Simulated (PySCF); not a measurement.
Compound: Cl3Si(SH), Cl3HSSi.
InChI=1S/Cl3HSSi/c1-5(2,3)4/h4H

Method used: TDDFT B3LYP/def2-SVPD, vertical, gas phase, core orbitals frozen in the response in PySCF 2.14.0, density-fitted response routines. Isolated species at its PBE0-D3(BJ)/def2-SVP geometry, gas phase. Torsions of this conformer, `[SH:1][Si:2]([Cl:3])([Cl:4])[Cl:5]`: H–S1–Si2–Cl3 57°.

**Question.** What does the calculation give for the low-lying excited states?

**Answer.** 

```
state  E (eV)  E (kJ/mol)  λ (nm)       f  |μ| (D)  main configurations (H = HOMO, L = LUMO)
   S1    5.67         547   218.5  0.0059     0.53                                 H→L (91%)
   S2    6.26         604   198.0  0.0088     0.61                               H→L+1 (91%)
   S3    6.82         658   181.7  0.0069     0.52                               H→L+2 (94%)
   S4    6.91         667   179.5  0.0024     0.30                               H-1→L (97%)
   S5    7.12         687   174.1  0.0004     0.12                  H-2→L (50%), H→L+3 (47%)
   S6    7.25         700   170.9   0.021     0.88                  H→L+4 (79%), H-4→L (11%)
   S7    7.31         706   169.5   0.026     0.97     H-3→L (61%), H-2→L (20%), H→L+3 (14%)
   S8    7.40         714   167.5   0.012     0.64                  H-4→L (84%), H→L+4 (12%)
   S9    7.58         731   163.6   0.218     2.76     H-3→L (32%), H→L+3 (26%), H-2→L (24%)
  S10    7.70         743   161.0   0.010     0.60                             H-1→L+1 (94%)
```

Triplets, Tamm–Dancoff:

| state | E (eV) | λ (nm) | main configurations (H = HOMO, L = LUMO) |
| --- | --- | --- | --- |
| T1 | 5.32 | 232.9 | H→L (87%), H→L+1 (8%) |
| T2 | 5.85 | 212.1 | H→L+1 (84%) |
| T3 | 6.55 | 189.2 | H-2→L (56%), H→L+3 (30%) |
| T4 | 6.56 | 188.9 | H-1→L (90%) |

The lowest singlet comes at 219 nm (547 kJ/mol) in the ultraviolet; it is weak; its leading configuration is HOMO→LUMO (91%). The most intense listed level is S9 at 7.58 eV (164 nm, f = 0.218), 1.90 eV above S1. Löwdin shares by element: HOMO sulfur 74%, chlorine 14% or more, hydrogen 6%; LUMO chlorine 40% or more, sulfur 25%, silicon 20% (atoms not listed hold the other 15%). Weighted by f, the mean energy of these states is 7.43 eV. The oscillator strengths of these states sum to 0.312; summed over the whole spectrum of an exact calculation they would give the number of electrons, 82 (Thomas–Reiche–Kuhn). Orbital energies (eV): HOMO-3 -9.60, HOMO-2 -9.44, HOMO-1 -9.19, HOMO -8.04, LUMO -1.24, LUMO+1 -0.63, LUMO+2 -0.09. The vertical ionisation energy (ΔSCF) is 10.34 eV, 2.64 eV above S10. Singlets were solved by full linear response, triplets in the Tamm–Dancoff approximation.

The run took 41 s wall on an x86-64 server with one thread, shared host.
